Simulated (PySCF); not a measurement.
Species: C4H2F3N2O (charge -1).
Numbering: `[F:1][C:2]([F:3])([F:4])[O:5][c:6]1[cH:7][n:8][cH:9][n-:10]1` (hydrogens: H11 on C7; H12 on C9)

Computed geometry: GFN2-xTB, gas phase.

**Question.** List the bond lengths, angles and torsions at this level.

**Answer.** 
| bond | length (pm) |
| --- | --- |
| F1–C2, C2–F3 | 135.2 |
| C2–F4 | 136.4 |
| C2–O5 | 128.6 |
| O5–C6 | 144.3 |
| C6–C7 | 137.3 |
| C7–N8 | 135.8 |
| N8–C9 | 133.0 |
| C9–N10 | 133.8 |
| C6–N10 | 134.5 |
| C7–H11 | 107.4 |
| C9–H12 | 107.7 |

Bonds in one row agree within 1 pm and their mean is given. A selection of angles:
| angle | degrees |
| --- | --- |
| F1–C2–F3 | 105.1 |
| F1–C2–F4 | 103.9 |
| F1–C2–O5 | 116.9 |
| F4–C2–O5 | 108.8 |
| C2–O5–C6 | 116.0 |
| O5–C6–C7 | 125.9 |
| O5–C6–N10 | 122.8 |
| C7–C6–N10 | 111.3 |
| C6–C7–N8 | 107.2 |
| C6–C7–H11 | 129.9 |
| N8–C7–H11 | 122.9 |
| C7–N8–C9 | 103.7 |
| N8–C9–N10 | 116.1 |
| N8–C9–H12 | 122.4 |
| N10–C9–H12 | 121.5 |
| C6–N10–C9 | 101.7 |

Dihedral angles: F1–C2–O5–C6 63° (synclinal); C2–O5–C6–C7 -179° (antiperiplanar).

The 4 C–N bonds span 1.330 Å (N8–C9, aromatic) to 1.358 Å (C7–N8, aromatic), a spread of 0.028 Å. The 5-membered ring C6–C7–N8–C9–N10 has internal angles of 101.7° to 116.1°; it is planar, 0.00 Å rms from its mean plane, widest ring torsion 0°. C7 (aromatic CH next to a ring nitrogen) is planar (angles 129.9°, 122.9° and 107.2°, sum 360.0°, 0.00 Å off the plane of its three neighbours). N8 (ring nitrogen) is bent (angle 103.7°). C9 (aromatic CH next to a ring nitrogen) is planar (angles 122.4°, 121.5° and 116.1°, sum 360.0°, 0.00 Å off the plane of its three neighbours). N10 (two-coordinate ring nitrogen) is bent (angle 101.7°). The C–O distances run from 1.286 Å (C2–O5, drawn single) to 1.443 Å (O5–C6, drawn single), a spread of 0.157 Å.

Point group: Cs (tolerance 0.08 Å). Stationary, but not proved a minimum.

One conformer stands for the species.
